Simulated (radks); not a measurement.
The numbers below are computed, except where a source is named.
The thallium ion Tl2+, 79 electrons, occupied as [Xe] 4f14 5d10 6s1.

Level of theory: scalar-relativistic Kohn-Sham, PBE, spin-unpolarised, spherical densities, finite nucleus; Fermi nuclear charge, rms radius 5.4759 fm (a radial shooting solver on a logarithmic mesh with Libxc functionals).

Energy parts (hartree):
part                       energy
total                 -20239.7400
kinetic                22781.8773
electron-nucleus      -50411.7299
Hartree                 7767.8918
exchange-correlation    -377.7792

Orbitals (lengths in bohr, moments of r in powers of bohr; <r^-3> diverges for s and p1/2):
[
 {"orbital": "1s", "occ.": "2", "eigenvalue (hartree)": "-3145.694", "<r>": "0.01632", "<r^-3>": "-", "<r^4>": "3.759e-07", "<1/r>": "99.38"},
 {"orbital": "2s", "occ.": "2", "eigenvalue (hartree)": "-560.6732", "<r>": "0.06876", "<r^-3>": "-", "<r^4>": "0.00005452", "<1/r>": "23.33"},
 {"orbital": "2p", "occ.": "6", "eigenvalue (hartree)": "-482.5072", "<r>": "0.06235", "<r^-3>": "28140", "<r^4>": "0.00004488", "<1/r>": "20.59"},
 {"orbital": "3s", "occ.": "2", "eigenvalue (hartree)": "-134.3323", "<r>": "0.1776", "<r^-3>": "-", "<r^4>": "0.001960", "<1/r>": "8.650"},
 {"orbital": "3p", "occ.": "6", "eigenvalue (hartree)": "-111.8214", "<r>": "0.1793", "<r^-3>": "6497", "<r^4>": "0.002176", "<1/r>": "7.850"},
 {"orbital": "3d", "occ.": "10", "eigenvalue (hartree)": "-88.44874", "<r>": "0.1624", "<r^-3>": "795.2", "<r^4>": "0.001671", "<1/r>": "7.374"},
 {"orbital": "4s", "occ.": "2", "eigenvalue (hartree)": "-30.49127", "<r>": "0.3917", "<r^-3>": "-", "<r^4>": "0.04317", "<1/r>": "3.719"},
 {"orbital": "4p", "occ.": "6", "eigenvalue (hartree)": "-23.10874", "<r>": "0.4176", "<r^-3>": "1586", "<r^4>": "0.05790", "<1/r>": "3.349"},
 {"orbital": "4d", "occ.": "10", "eigenvalue (hartree)": "-14.44018", "<r>": "0.4398", "<r^-3>": "171.0", "<r^4>": "0.07860", "<1/r>": "3.008"},
 {"orbital": "5s", "occ.": "2", "eigenvalue (hartree)": "-5.46785", "<r>": "0.8774", "<r^-3>": "-", "<r^4>": "1.075", "<1/r>": "1.550"},
 {"orbital": "4f", "occ.": "14", "eigenvalue (hartree)": "-4.84837", "<r>": "0.4676", "<r^-3>": "34.16", "<r^4>": "0.1373", "<1/r>": "2.605"},
 {"orbital": "5p", "occ.": "6", "eigenvalue (hartree)": "-3.45488", "<r>": "1.007", "<r^-3>": "284.9", "<r^4>": "1.963", "<1/r>": "1.322"},
 {"orbital": "5d", "occ.": "10", "eigenvalue (hartree)": "-1.21867", "<r>": "1.362", "<r^-3>": "18.67", "<r^4>": "8.071", "<1/r>": "0.9620"},
 {"orbital": "6s", "occ.": "1", "eigenvalue (hartree)": "-0.93197", "<r>": "2.274", "<r^-3>": "-", "<r^4>": "50.36", "<1/r>": "0.5597"}
]

The highest occupied level is 6s at -25.360 eV. Summed over all electrons, <r^2> = 44.08 bohr^2, which gives a Langevin (diamagnetic) susceptibility term of -34.9 x 10^-6 cm^3/mol. The density falls to 0.001 e/bohr^3 at r = 3.61 bohr. The electron density at the nucleus is 2.72e+06 e/bohr^3 (large components only). For comparison, the ionisation energy in NIST's Atomic Spectra Database is 29.852 eV (measured). In exact Kohn-Sham theory the highest level is minus the ionisation energy, but local and semilocal functionals leave it too shallow, through self-interaction and a potential that decays too fast; potentials with the right tail come closer.

Beside tabulated values, note that spin-unpolarised runs miss the spin-polarisation part of the exchange energy of open shells, and scalar-relativistic runs lack spin-orbit coupling.
